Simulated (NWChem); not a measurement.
System: hydronium (H$_{3}$O cation); SMILES [OH3+]

Program: NWChem. Geometry: optimised at B3LYP/6-31G* (spherical d). Level: B3LYP/def2-SVP with SMD (1 M gas to 1 M solution), gas-phase geometry. Reactions with the solvent are ignored.

For solvent cyclohexanone:

| Item | Result |
|---|---|
| solvation free energy (kcal/mol) | -72.7 |

**Question.** How do the values read with solvent dimethyl sulfoxide instead?

**Answer.** The solvation free energy (kcal/mol) is -76.0.
